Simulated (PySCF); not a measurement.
State search for TiB

Unrestricted PBE0; Ti def2-TZVPP, B def2-TZVPP; no relativity (PySCF 2.14). Outer shells of the fragments: Ti 3d2 4s2; B 2s2 2p1.

Followed along the bond (rough minima from three points):

```csv
2Ms+1,unpaired,⟨S²⟩ at the start,R at minimum (Å),Te (eV)
6,"σ ↑↑, π ↑↑, δ ↑",8.75,2.03,0.00
4,"σ ↑↑, π ↑",4.25,1.94,0.65
4,"π ↑↑, δ ↑",4.62,2.09,0.69
2,π ↑,2.23,1.97,1.03
2,"π ↑↓, δ ↑",2.64,1.97,1.06
6,"σ ↑, π ↑↑, δ ↑↑",8.75,2.10,1.06
```

Solutions found at the starting distance of 2.080 Å, counted from the lowest of them; the search is not exhaustive and high or unbound solutions are not listed, so other states can lie among these:

```tsv
2Ms+1	unpaired	term	E (eV)	⟨S²⟩	⟨Lz²⟩	μ (D)
6	σ ↑↑, π ↑↑, δ ↑	⁶Δ	0.00	8.75	4.00	-3.63
4	π ↑↑, δ ↑	mixed	0.67	4.62	4.00	-1.51
4	σ ↑↑, π ↑	mixed	0.73	4.25	3.26	-4.21
6	σ ↑, π ↑↑, δ ↑↑	⁶Σ⁺	1.05	8.75	0.00	-5.18
2	π ↑	mixed	1.06	2.23	2.64	-4.14
2	π ↑↓, δ ↑	mixed	1.16	2.64	6.00	-1.96
2	σ ↓, π ↑, δ ↑	mixed	1.17	2.26	5.15	-4.88
4	σ ↑, π ↑↑	⁴Σ⁻	1.20	3.91	0.00	-1.42
6	σ ↑↑, π ↑↑↑	mixed	1.25	8.76	1.64	-3.00
4	σ ↑, π ↑, δ ↑	mixed	1.26	4.00	5.01	-2.95
2	σ ↑	mixed	1.35	1.69	0.00	-3.70
2	δ ↑	mixed	1.61	1.88	5.18	-1.87
6	σ ↑↑, π ↑↑, δ ↑	mixed	1.66	8.76	5.95	-2.00
4	σ ↑, π ↑↑, δ ↑↓	mixed	1.67	4.75	8.01	-5.30
```

A term symbol is given only where ⟨S²⟩ and ⟨Lz²⟩ are close to those of a pure state; real π, δ and φ orbitals otherwise mix terms. A positive dipole means Ti(−)B(+).

Question: Compare the gap between the two lowest followed solutions at the starting distance with the gap between their minima.

Answer: At PBE0 the second solution (Ms = 1.5 of mixed spin, unpaired electrons σ ↑↑, π ↑) lies +0.73 eV from the first (sextet, unpaired electrons σ ↑↑, π ↑↑, δ ↑) at 2.080 Å and +0.65 eV at the minima; the two curves relax by different amounts, since their minima lie near 1.94 and 2.03 Å.

The state is the lowest single determinant that the PBE0 search found; with open d or f shells the true ground state can be another one.
